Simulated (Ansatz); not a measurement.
One change: `[OH][GaH][Si](F)(F)F` becomes `O[SiH](O)[Si](F)(F)F`.

Ansatz, PBE0-D4/def2-TZVP geometries, multiplicity 1. Each molecule was computed in one conformer, which needn't be the lowest.

Scalar relativity is left out up to krypton.

| property | `[OH][GaH][Si](F)(F)F` |
| --- | --- |
| LUMO energy (B3LYP/def2-TZVPP) / eV | -2.43 |
| HOMO energy (PBE0/def2-TZVPP) / eV | -8.56 |
| HOMO–LUMO gap (ωB97M-V/def2-TZVPP) / eV | 10.26 |
| HOMO energy (B3LYP/def2-TZVPP) / eV | -8.36 |
| LUMO energy (PBE0/def2-TZVPP) / eV | -2.18 |
| HOMO–LUMO gap (B3LYP/def2-TZVPP) / eV | 5.93 |

Question: Give the same properties after the change, and the shifts. (Estimate.)

Answer: Ansatz gave: 
| property | `O[SiH](O)[Si](F)(F)F` | shift |
| --- | --- | --- |
| LUMO energy (B3LYP/def2-TZVPP) / eV | -0.75 | 1.68 |
| HOMO energy (PBE0/def2-TZVPP) / eV | -8.62 | -0.06 |
| HOMO–LUMO gap (ωB97M-V/def2-TZVPP) / eV | 11.95 | 1.69 |
| HOMO energy (B3LYP/def2-TZVPP) / eV | -8.43 | -0.07 |
| LUMO energy (PBE0/def2-TZVPP) / eV | -0.52 | 1.66 |
| HOMO–LUMO gap (B3LYP/def2-TZVPP) / eV | 7.68 | 1.75 |

With PBE0 the HOMO falls by 0.06 eV and the LUMO rises by 1.66 eV, so the gap widens by about 1.72 eV. PBE moves the HOMO by 0.03 eV and ωB97M-V by -0.10 eV.

B3LYP here is the variant with VWN-RPA as its local correlation; programs differ in this.
